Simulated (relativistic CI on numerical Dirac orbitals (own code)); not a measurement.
**Level scheme of Mg⁵⁺**

These numbers are calculated, not measured: Dirac-Coulomb-Breit CI, separate exchange-only KLI orbitals for each configuration, QED by a radiative potential, valence Slater integrals scaled by 0.85, P86 correlation energy added to each configuration (own radial code, finite nucleus).

Configurations in the expansion (outside the closed core 1s2): 2s2 2p3, 2s 2p4, 2p5, 2s2 2p2 3s, 2s2 2p2 3p, 2s2 2p2 3d, 2p4 3s, 2p4 3p, 2s 2p3 3s, 2p4 3d, 2s2 2p2 4s, 2s 2p3 3p, 2s2 2p2 4p, 2s2 2p2 4d, 2s2 2p2 4f, 2s 2p3 3d. Levels of other configurations are missing.

The lowest level is 2s2 2p3 4S°_3/2, with 100 % of that term; Hund's rules for 2s2 2p3 give 4S° with J = 3/2, in agreement.

```
No.  Configuration  Term    J  E (cm⁻¹)    %  Landé g  Lifetime (s)
  1        2s2 2p3   4S°  3/2         0  100    2.001              
  2        2s2 2p3   2D°  3/2     50756   99    0.803      7.57e+00
  3        2s2 2p3   2D°  5/2     50763  100    1.200      2.40e+02
  4        2s2 2p3   2P°  1/2     74915   98    0.665      1.56e-01
  5        2s2 2p3   2P°  3/2     75060   97    1.330      6.43e-02
  6         2s 2p4    4P  5/2    254147  100    1.601      2.90e-10
  7         2s 2p4    4P  3/2    255775  100    1.734      2.84e-10
  8         2s 2p4    4P  1/2    256636  100    2.669      2.81e-10
  9         2s 2p4    2D  5/2    342098  100    1.200      1.10e-10
 10         2s 2p4    2D  3/2    342141  100    0.799      1.09e-10
 11         2s 2p4    2S  1/2    393124   99    1.998      6.12e-11
 12         2s 2p4    2P  3/2    418152   99    1.333      2.77e-11
 13         2s 2p4    2P  1/2    420077   99    0.670      2.77e-11
 14            2p5   2P°  3/2    666392   97    1.334      3.84e-11
 15            2p5   2P°  1/2    668987   97    0.665      3.82e-11
 16     2s2 2p2 3s    4P  1/2    892597   98    2.666      4.19e-11
 17     2s2 2p2 3s    4P  3/2    893623   98    1.734      4.18e-11
 18     2s2 2p2 3s    4P  5/2    895144   98    1.600      4.19e-11
 19     2s2 2p2 3s    2P  1/2    906394   98    0.669      1.34e-11
 20     2s2 2p2 3s    2P  3/2    908256   98    1.333      1.34e-11
 21     2s2 2p2 3s    2D  5/2    933750   98    1.201      2.22e-11
 22     2s2 2p2 3s    2D  3/2    933784   98    0.801      2.22e-11
 23     2s2 2p2 3p   2S°  1/2    951387   97    2.001      1.84e-09
 24     2s2 2p2 3p   4D°  1/2    957239   97    0.010      2.01e-09
 25     2s2 2p2 3p   4D°  3/2    957814   97    1.207      1.95e-09
 26     2s2 2p2 3p   4D°  5/2    958779   97    1.375      1.94e-09
 27     2s2 2p2 3p   4D°  7/2    960095   98    1.429      2.01e-09
 28     2s2 2p2 3p   4P°  1/2    962299   97    2.655      4.66e-10
 29     2s2 2p2 3p   4P°  3/2    962696   96    1.725      4.61e-10
 30     2s2 2p2 3p   4P°  5/2    963618   95    1.592      4.68e-10
 31     2s2 2p2 3s    2S  1/2    969759   95    2.002      2.34e-11
 32     2s2 2p2 3p   2D°  3/2    970753   98    0.803      1.90e-09
 33     2s2 2p2 3p   2D°  5/2    972651   97    1.205      1.83e-09
 34     2s2 2p2 3p   4S°  3/2    976149   91    1.999      1.03e-10
 35     2s2 2p2 3p   2P°  1/2    979329   97    0.668      4.54e-10
 36     2s2 2p2 3p   2P°  3/2    979527   98    1.334      4.46e-10
 37     2s2 2p2 3p   2F°  5/2    999914   98    0.858      9.21e-10
 38     2s2 2p2 3p   2F°  7/2   1000344   99    1.143      9.12e-10
 39     2s2 2p2 3p   2D°  5/2   1011146   97    1.200      4.36e-10
 40     2s2 2p2 3p   2D°  3/2   1011330   96    0.806      4.29e-10
 41     2s2 2p2 3p   2P°  1/2   1018286   98    0.665      2.26e-10
 42     2s2 2p2 3p   2P°  3/2   1019362   97    1.328      2.26e-10
 43      2s 2p3 3s   6S°  5/2   1021807  100    2.002      2.53e-07
 44     2s2 2p2 3d    4F  3/2   1034272   97    0.406      9.51e-10
 45     2s2 2p2 3d    4F  5/2   1034787   97    1.034      8.85e-10
 46     2s2 2p2 3d    4F  7/2   1035544   97    1.241      9.52e-10
 47     2s2 2p2 3d    4F  9/2   1036558   98    1.333      1.22e-09
 48     2s2 2p2 3d    2P  3/2   1040102   58    1.278      1.41e-11
 49     2s2 2p2 3d    4D  1/2   1040369   82    0.120      4.68e-11
 50     2s2 2p2 3p   2P°  3/2   1040779   95    1.334      4.76e-10
 51     2s2 2p2 3p   2P°  1/2   1040886   95    0.666      4.67e-10
 52     2s2 2p2 3d    4D  5/2   1040980   94    1.370      1.02e-10
 53     2s2 2p2 3d    4D  3/2   1041281   57    1.255      1.99e-11
 54     2s2 2p2 3d    4D  7/2   1041478   95    1.422      7.50e-10
 55     2s2 2p2 3d    2P  1/2   1042424   82    0.555      9.97e-12
 56     2s2 2p2 3d    4P  5/2   1046869   79    1.468      3.62e-12
 57     2s2 2p2 3d    2F  5/2   1046924   81    0.986      8.10e-12
 58     2s2 2p2 3d    4P  3/2   1047597   96    1.726      3.15e-12
 59     2s2 2p2 3d    4P  1/2   1047973   97    2.658      3.11e-12
 60     2s2 2p2 3d    2F  7/2   1048884   97    1.146      1.14e-11
 61      2s 2p3 3s   4S°  3/2   1054217   92    2.001      1.81e-11
 62     2s2 2p2 3d    2D  3/2   1061455   97    0.801      4.65e-12
 63     2s2 2p2 3d    2D  5/2   1062025   97    1.199      4.42e-12
 64     2s2 2p2 3d    2G  7/2   1077915   96    0.897      1.07e-10
 65     2s2 2p2 3d    2G  9/2   1078019   99    1.111      1.10e-09
 66     2s2 2p2 3d    2F  7/2   1080696   95    1.135      3.05e-12
 67     2s2 2p2 3d    2F  5/2   1080991   92    0.876      3.01e-12
 68     2s2 2p2 3d    2D  3/2   1082348   98    0.800      3.89e-12
 69     2s2 2p2 3d    2D  5/2   1082785   93    1.182      3.82e-12
 70      2s 2p3 3p    6P  3/2   1087903  100    2.402      1.77e-09
```

Energies count from the lowest computed level; ° marks odd parity; lifetimes are radiative, by E1, M1, E2 decay to levels of this space only.

The mean weight of the leading LS term, summed over parents, in these 70 levels is 95 %, and that of the leading jj configuration (from the same eigenvectors) 57 %, so LS coupling describes them better.

At this charge configurations can still be misplaced by up to about 7 % of their energy. 48 of the 49 excited levels that our extract of the measured tables holds in this range could be paired (the sources list more); they are missed by 4748 cm⁻¹ on average and 17188 at most, and levels without a partner can miss by more.
